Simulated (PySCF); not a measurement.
Gas-phase XPS of `C=[CH][AlH][CH](C)C`, computed

Compound: C₅H₁₁Al.
Z-matrix (Å and degrees, PBE0-D3(BJ)/def2-SVP geometry), rows numbered from 1:
```
C 
C   1  1.3445
Al  2  1.9500  1  120.20
C   3  1.9765  2  121.75  1  -179.90
C   4  1.5285  3  114.06  2  -172.37
C   4  1.5324  3  111.93  2   -44.27
H   1  1.0984  2  123.02  3  -179.90
H   1  1.0983  2  121.70  3     0.09
H   2  1.0999  1  116.31  3   179.89
H   3  1.5979  2  116.07  1    -0.90
H   4  1.1108  3  103.72  2    70.77
H   5  1.1052  4  111.76  3  -175.68
H   5  1.1021  4  112.36  3   -54.97
H   5  1.1035  4  111.61  3    64.92
H   6  1.1022  4  112.45  3    54.09
H   6  1.1053  4  111.58  3   174.50
H   6  1.1038  4  111.76  3   -66.40
```

Computed with PySCF, delta-SCF UKS SCAN, pcX-2 on the ionised atom, pcseg-1 elsewhere, spin-free X2C. Binding energies are ΔSCF values: E(core-ionised, relaxed orbitals) − E(ground state) at a fixed geometry, referred to the vacuum level.

Q: What binding energy does each computed site have?

A: 
| atom(s) | environment | level | binding energy (eV) | above the level's lowest (eV) | count |
| --- | --- | --- | --- | --- | --- |
| C1 | terminal =CH2 carbon | C 1s | 290.46 | +0.94 | 1 |
| C2 | alkene CH carbon | C 1s | 289.60 | +0.08 | 1 |
| Al3 | aluminium bonded to 2 C and H | Al 1s | 1566.08 | 0.00 | 1 |
| C4 | sp3 CH carbon | C 1s | 289.52 | 0.00 | 1 |
| C5/C6 | methyl carbon | C 1s | 290.33 | +0.81 | 2 |

The listed C 1s values span 0.94 eV, from C4 (bonded to 2 C, H and Al) to C1 (bonded to C (double bond) and 2 H). The widest gap between neighbouring values is 0.73 eV, between 289.60 and 290.33 eV.

Q: Which effective nuclear charge Zeff reproduces each element's mean 1s value in the hydrogen-like formula E = 13.606 eV × Zeff²?

A: C (Z = 6): mean 290.0 eV, Zeff = 4.62, Z − Zeff = 1.38; Al (Z = 13): mean 1566.1 eV, Zeff = 10.73, Z − Zeff = 2.27. Means run over the listed sites, weighted by atom count.

One atom of each set of topologically equivalent atoms was ionised and stands for the set; in this conformer not all members are related by symmetry, and their own values weren't computed. One conformer (not necessarily the lowest) at the PBE0-D3(BJ)/def2-SVP geometry, without solvent, vibrations or thermal averaging.

Time: 5.0 min wall; peak memory 0.82 GiB. Hardware: an Intel Xeon at 2.50 GHz with one thread, no GPU (shared host).
